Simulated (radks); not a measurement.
Values are calculated unless marked as measured or tabulated.
Task: Ga XXIV, configuration [He] 2s2 2p4. Code: a radial shooting solver on a logarithmic mesh with Libxc functionals. Model: scalar-relativistic Kohn-Sham, LDA (Slater exchange, VWN5 correlation), spin-polarised, spherical densities, finite nucleus; open shells are filled with parallel spins first; Fermi nuclear charge, rms radius 3.9973 fm. Some entries of the table are withheld. Estimate them.

orbital  occ.  eigenvalue (hartree)  <r^2> (bohr^2)
1s up       1             -420.8013        0.003174
1s down     1             -420.3202        0.003168
2s up       1             -86.30055         0.05115
2s down     1             -85.60663         0.05150
2p up       3                   (1)         0.03954
2p down     1                   (2)         0.03992

Result: 
(1) 2p up eigenvalue (hartree): -81.44005
(2) 2p down eigenvalue (hartree): -80.60510
